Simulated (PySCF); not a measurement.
Gas-phase reaction: TaCl3NH + TaCl5 + N + 3 H ⇌ 2 TaCl4NH2

Method: PySCF energies plus ideal-gas RRHO corrections (1 bar). † marks an energy on the PBE0/def2-TZVP geometry and frequencies; other levels use their own. MP2 and CCSD(T) freeze the core. Open shells (unrestricted): N (multiplicity 4), H (multiplicity 2); the rest are closed-shell singlets. B3LYP is the form with VWN-RPA correlation. Ta: scalar-relativistic def2 core potential, no spin-orbit coupling. TaCl3NH, TaCl4NH2: computed as isolated molecules; such fragments, hydroxides, amides, oligomers or adducts are transient or little studied in the gas. MP2 isn't extrapolated to the basis-set limit; its ΔH°(298 K) is -1136.2 kJ in def2-SVP and -1211.1 kJ in def2-TZVPP. CCSD(T) isn't extrapolated to the basis-set limit. The harmonic model lacks anharmonicity and excited electronic states, which grow with temperature; levels with a mode under 35 cm⁻¹ are left out. Soft modes under 120 cm⁻¹ make the harmonic entropy rough for TaCl3NH, TaCl5, TaCl4NH2.

| level | ΔE electronic, kJ | ΔH°(298 K), kJ | ΔS°(298 K), J/K | ΔG°(2500 K), kJ |
|---|---|---|---|---|
| B3LYP/def2-TZVP† | -1342 | -1260 | -449 | -73 |
| BLYP/def2-TZVP† | -1332 | -1250 | -449 | -63 |
| CCSD(T)/def2-SVP† | -1249 | -1167 | -449 | 20 |
| MP2/def2-SVP† | -1218 | -1136 | -449 | 51 |
| PBE/def2-SVP | -1355 | -1278 | -445 | -105 |
| PBE0/def2-QZVP† | -1342 | -1260 | -449 | -73 |
| PBE0/def2-SVP† | -1335 | -1253 | -449 | -66 |
| PBE0/def2-TZVP | -1333 | -1251 | -449 | -64 |
| r2SCAN/def2-TZVP† | -1341 | -1260 | -449 | -72 |
| LDA/def2-TZVP† | -1551 | -1469 | -449 | -282 |
ΔH° is lowest at LDA/def2-TZVP† and highest at MP2/def2-SVP†. No reference value is set beside these.
